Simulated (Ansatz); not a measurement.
Total energies of BH4NS2, SMILES `NB(S)S`.

Z-matrix (Å, degrees):
```
N
B 1 1.397
H 1 1.004 2 123.4
H 1 1.005 2 122.7 3 179.9
S 2 1.824 1 118.4 3 -179.7
S 2 1.820 1 123.5 3 0.2
H 5 1.341 2 97.0 1 -179.6
H 6 1.343 2 97.7 1 0.4
```

Charge 0, multiplicity 1. Geometry: relaxed with PBE0-D4/def2-TZVP. It is one conformer, not always the lowest. Basis def2-TZVPP, Ansatz 0.2.0.

RPA on PBE orbitals: Hartree–Fock energy of these orbitals -876.64422 Eh, correlation -1.11647 Eh (frozen core).

```json
{"functional": "LDA (SPW92)", "energy without D4 (Eh)": "-875.07088", "D4 term (kJ/mol)": "–"}
{"functional": "PBE", "energy without D4 (Eh)": "-878.10450", "D4 term (kJ/mol)": "-18.5"}
{"functional": "BLYP", "energy without D4 (Eh)": "-878.51610", "D4 term (kJ/mol)": "-41.2"}
{"functional": "r2SCAN", "energy without D4 (Eh)": "-878.45613", "D4 term (kJ/mol)": "-4.3"}
{"functional": "B97M-V", "energy without D4 (Eh)": "-878.35822", "D4 term (kJ/mol)": "–"}
{"functional": "PBE0", "energy without D4 (Eh)": "-878.18047", "D4 term (kJ/mol)": "-15.6"}
{"functional": "B3LYP", "energy without D4 (Eh)": "-878.59816", "D4 term (kJ/mol)": "-30.3"}
{"functional": "r2SCAN0", "energy without D4 (Eh)": "-878.43935", "D4 term (kJ/mol)": "-5.1"}
{"functional": "BHLYP", "energy without D4 (Eh)": "-878.50715", "D4 term (kJ/mol)": "-23.6"}
{"functional": "PBE-QIDH", "energy without D4 (Eh)": "-877.99840", "D4 term (kJ/mol)": "–"}
```

(1) Give the same for revPBE, r2SCANh, HSE06 (plane-wave form), CAM-B3LYP, LC-ωPBE, ωB97X-V, ωB97M-V, B2PLYP. (Estimate.)

B3LYP takes the VWN-RPA correlation (the form of Gaussian; ORCA's B3LYP/G). HSE06 is the plane-wave form, built on full-range PBE exchange. The double hybrids freeze the cores in their second-order part.

Answers

(1) Computed: 
```
             functional  energy without D4 (Eh)  D4 term (kJ/mol)
                 revPBE              -878.38610             -55.5
                r2SCANh              -878.44907              -4.6
HSE06 (plane-wave form)              -878.16097             -14.5
              CAM-B3LYP              -878.53548             -15.9
                LC-ωPBE              -878.27459                 –
                ωB97X-V              -878.41248                 –
                ωB97M-V              -878.47767                 –
                 B2PLYP              -878.23302                 –
```

LC-ωPBE has ω = 0.4 bohr⁻¹.
